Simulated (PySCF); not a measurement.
Molecule: `CC[SiH2][C@@H](F)[SiH3]`, C$_{3}$H$_{11}$FSi$_{2}$.

Molfile (atoms numbered from 1):
```
C3H11FSi2
     RDKit          3D

 17 16  0  0  0  0  0  0  0  0999 V2000
    2.6071   -0.0615   -0.3019 C   0  0  0  0  0  0  0  0  0  0  0  0
    1.1611    0.4199   -0.2420 C   0  0  0  0  0  0  0  0  0  0  0  0
   -0.0746   -0.8478    0.3934 Si  0  0  0  0  0  4  0  0  0  0  0  0
   -1.7681   -0.0114    0.6457 C   0  0  1  0  0  0  0  0  0  0  0  0
   -1.5828    1.0222    1.5782 F   0  0  0  0  0  0  0  0  0  0  0  0
   -2.5864    0.7167   -0.9068 Si  0  0  0  0  0  4  0  0  0  0  0  0
    3.2843    0.7330   -0.6525 H   0  0  0  0  0  0  0  0  0  0  0  0
    2.7240   -0.9162   -0.9873 H   0  0  0  0  0  0  0  0  0  0  0  0
    2.9673   -0.3857    0.6874 H   0  0  0  0  0  0  0  0  0  0  0  0
    0.8234    0.7624   -1.2357 H   0  0  0  0  0  0  0  0  0  0  0  0
    1.0643    1.2955    0.4239 H   0  0  0  0  0  0  0  0  0  0  0  0
   -0.2478   -1.9916   -0.5587 H   0  0  0  0  0  0  0  0  0  0  0  0
    0.3768   -1.3857    1.7147 H   0  0  0  0  0  0  0  0  0  0  0  0
   -2.4696   -0.7474    1.0833 H   0  0  0  0  0  0  0  0  0  0  0  0
   -1.7053    1.7535   -1.5208 H   0  0  0  0  0  0  0  0  0  0  0  0
   -3.8947    1.3413   -0.5508 H   0  0  0  0  0  0  0  0  0  0  0  0
   -2.8085   -0.3882   -1.8897 H   0  0  0  0  0  0  0  0  0  0  0  0
  1  2  1  0
  2  3  1  0
  3  4  1  0
  4  5  1  0
  4  6  1  0
  1  7  1  0
  1  8  1  0
  1  9  1  0
  2 10  1  0
  2 11  1  0
  3 12  1  0
  3 13  1  0
  4 14  1  1
  6 15  1  0
  6 16  1  0
  6 17  1  0
M  END
```

Geometry PBE0-D3(BJ)/def2-SVP throughout; GIAO in PySCF 2.14, gas phase, one conformer, non-relativistic; equivalent atoms averaged; basis pcSseg-1.

Problem. How do the absolute shieldings σ depend on the functional? (a selection of nuclei; ppm; last column core-seconds on shared hosts with different chips, so compare them loosely)

Solution. 
```
functional                    kind     C4     C1     C2    Si3     F5    H13  H15/H16/H17    H12  H7/H8/H9  core-s
        HF            Hartree–Fock  122.9  181.3  190.9  422.0  514.4  27.68        27.86  28.02     30.54      10
       LDA                     LDA   95.7  172.4  179.2  355.5  458.8  26.32        26.57  26.50     29.73      23
       PBE                     GGA   99.1  169.4  177.0  370.7  454.0  26.89        27.11  27.06     30.07      29
      BLYP                     GGA   92.6  164.0  171.1  359.8  453.2  27.18        27.39  27.35     30.21      29
      BP86                     GGA   98.7  169.0  176.7  369.8  455.5  26.96        27.19  27.14     30.13      28
      OPBE                     GGA  109.4  173.9  182.1  393.7  454.6  26.96        27.18  27.15     30.13      30
       KT2                     GGA  105.0  172.1  179.8  398.1  449.5  26.90        27.14  27.08     30.04      29
       KT3                     GGA  105.8  170.3  177.9  400.6  449.0  27.22        27.44  27.41     30.18      29
     B97-D                     GGA  100.0  167.5  175.3  381.2  456.6  27.27        27.48  27.45     30.25      29
     B3LYP           global hybrid   99.9  168.6  176.4  372.0  469.5  27.23        27.45  27.47     30.24      19
      PBE0           global hybrid  107.7  174.3  182.7  385.3  473.5  27.02        27.24  27.27     30.15      21
  mPW1PW91           global hybrid  106.8  173.3  181.8  383.8  473.8  27.10        27.32  27.35     30.20      21
      WP04           global hybrid   91.0  159.9  167.9  370.7  461.6  27.93        28.14  28.19     30.48      31
     B97-2           global hybrid  107.6  172.8  181.3  390.0  470.9  27.22        27.43  27.46     30.25      30
 BHandHLYP           global hybrid  108.9  174.0  182.5  390.1  489.1  27.36        27.57  27.66     30.31      29
 CAM-B3LYP  range-separated hybrid  103.9  173.0  181.1  377.0  481.0  27.17        27.39  27.43     30.21      26
   wB97X-D  range-separated hybrid  108.4  174.5  183.6  385.7  479.4  27.17        27.38  27.42     30.28      42
   LC-wPBE  range-separated hybrid  113.0  179.9  189.3  390.8  489.3  27.16        27.37  27.43     30.27      55
```

Problem. Which nucleus among those listed moves most, in ppm?

Solution. Si3 (silicon bonded to 2 C, 2 H): from 355.5 ppm with LDA to 422.0 ppm with HF. The smallest spread is 0.81 ppm, at H7/H8/H9. Proton shifts span only some 12 ppm, so a few tenths of a ppm matter as much there as several ppm in carbon.
